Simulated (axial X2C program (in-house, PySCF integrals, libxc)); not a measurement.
Ionising TaBr

All values come from calculations with an in-house all-electron X2C program for linear molecules (integrals from PySCF), spin-free (one-electron X2C) or two-component (2c: spin–orbit coupling with atomic mean-field Coulomb and Gaunt terms, which also bring small scalar terms), in Dyall basis sets with cores contracted in-house; open shells are unrestricted.

Basis sets: Br dyall-v3z, Ta dyall-v3z. Frozen shells (counts by l): TaBr Ta 4s3p2d, Br 3s2p1d, 34 electrons correlated; TaBr⁺ Ta 4s3p2d, Br 3s2p1d, 33 electrons correlated. Where the outer core of a metal is frozen, bonds come out longer and ionisation energies lower.

```
Hamiltonian  level      TaBr state  Re (Å)  ωe (cm⁻¹)  De (eV)
  spin-free     HF  M_S = 2, Λ = 1   2.508      235.4     3.05
  spin-free   PBE0  M_S = 2, Λ = 1   2.421      257.1     3.98
  spin-free    MP2  M_S = 2, Λ = 1   2.404      265.1     3.63
         2c     HF           Ω = 1   2.506      235.5      n/a
         2c   PBE0           Ω = 1   2.421      256.9      n/a
         2c    MP2           Ω = 1   2.405      264.6      n/a
```

Adiabatic ionisation energy (minimum to minimum, no zero-point term) and constants of TaBr⁺:

```csv
Hamiltonian,level,TaBr⁺ state,IE (eV),Re (Å),ωe (cm⁻¹),De (eV),fragments
spin-free,HF,"M_S = 3/2, Λ = 0",6.52,2.351,306.9,2.27,Ta+ + Br
spin-free,PBE0,"M_S = 3/2, Λ = 0",6.89,2.295,325.8,4.22,Ta+ + Br
spin-free,MP2,"M_S = 3/2, Λ = 0",6.87,2.275,341.0,4.06,Ta+ + Br
2c,HF,Ω = 3/2,6.64,2.353,304.9,n/a,Ta+ + Br
2c,PBE0,Ω = 3/2,7.02,2.296,324.5,n/a,Ta+ + Br
2c,MP2,Ω = 3/2,7.01,2.278,338.2,n/a,Ta+ + Br
```

Question: Add the zero-point terms to the ionisation energy at MP2, 2c, and say whether the electron removed was bonding.

Answer: IE0 = IE + (ωe⁺ − ωe)/2 = 7.01 + (0.005) = 7.01 eV. Re changes by -0.127 Å, so the bond shortens, as on loss of an antibonding or a polarising non-bonding electron.

Each entry is the lowest single determinant of a limited PBE0 search at one distance. De goes to single-determinant-based atoms at the same level (for ions the charge split of lowest energy) and is withheld (n/a) where an atom does not fit its ground term or J level. Main or longest-lived isotopes. One determinant is a doubtful description, or other states lie close, for TaBr, TaBr⁺; these need not be ground states, and all values refer to the states named. Some open-shell Ω = 0 determinants are out of reach, so the Ω given for TaBr need not be the lowest component. With several unpaired electrons the Ω given is that of one determinant, not necessarily of the lowest component. The functionals have no current term, which raises determinants with orbital currents.
